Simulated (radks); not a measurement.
The numbers below are computed, except where a source is named.
Task: Ionisation of neutral rhenium, [Xe] 4f14 5d5 6s2, to Re+, [Xe] 4f14 5d5 6s1, under several functionals. Non-relativistic Kohn-Sham, spin-polarised, spherical densities, point nucleus; open shells are filled with parallel spins first (spin-orbit coupling, left out, can overturn this in heavy ions); a radial shooting solver on a logarithmic mesh with Libxc functionals. The NIST Atomic Spectra Database gives 7.834 eV (measured). Rank these functionals by the error of their Delta-SCF ionisation energy: TPSS; PBE; BLYP; TASK exchange with Perdew-Wang LDA correlation; B86b exchange with PBE correlation; revPBE; LDA (Slater exchange, VWN5 correlation).

Result: From best to worst: LDA (Slater exchange, VWN5 correlation) 7.076 eV (-0.758); BLYP 7.001 eV (-0.832); B86b exchange with PBE correlation 6.645 eV (-1.189); PBE 6.644 eV (-1.189); revPBE 6.540 eV (-1.293); TPSS 6.512 eV (-1.322); TASK exchange with Perdew-Wang LDA correlation 5.684 eV (-2.149). Relativity is left out here, which matters for elements this heavy. Open shells are spherical and high-spin; term and fine-structure splittings are not resolved.
